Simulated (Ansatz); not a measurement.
`[GeH3][Se][GeH3]` + `[SiH3][SeH]` → `[SiH3][Se][GeH3]` + `[GeH3][SeH]`  (ligand exchange at a Ge–Se bond)

Isolated molecules relaxed with PBE0-D4/def2-TZVP in Ansatz; ΔE leaves out vibrations. CBS: MP2 limit from def2 TZ/QZ plus the TZ coupled-cluster correction, frozen cores. Functionals use def2-TZVPP. For Ge, Se outer-core shells are correlated without core-valence functions, which leaves a few kJ/mol of doubt a bond. Scalar relativity is left out up to krypton.

```
             level  ΔE (kJ/mol)  difference from CCSD(T)/CBS
           BLYP-D4         -0.9                         -1.1
           PBE0-D4         -1.0                         -1.2
        r2SCANh-D4         -0.9                         -1.1
        r2SCAN0-D4         -0.9                         -1.1
           ωB97M-V         -0.8                         -1.0
            B2PLYP         -0.4                         -0.6
               PBE         -0.9                         -1.1
            revPBE         -1.0                         -1.2
         CAM-B3LYP         -0.7                         -0.9
       HF/def2-SVP         -0.8                         -1.0
    MP2/def2-TZVPP          0.0                         -0.2
SCS-MP2/def2-TZVPP          0.0                         -0.2
CCSD(T)/def2-TZVPP          0.0                         -0.2
     HF/def2-QZVPP         -0.5                         -0.7
     MP2/CBS(def2)          0.3                          0.1
    CCSD/CBS(def2)          0.2                          0.0
       CCSD(T)/CBS          0.2                            0
```

Largest T1 diagnostic among the species: 0.011.

Leaving LDA and LC-ωPBE aside and taking each functional with its dispersion term where it has one, the values, not all of them listed here, spread over 1.1 kJ/mol, from revPBE-D4 to B2PLYP.
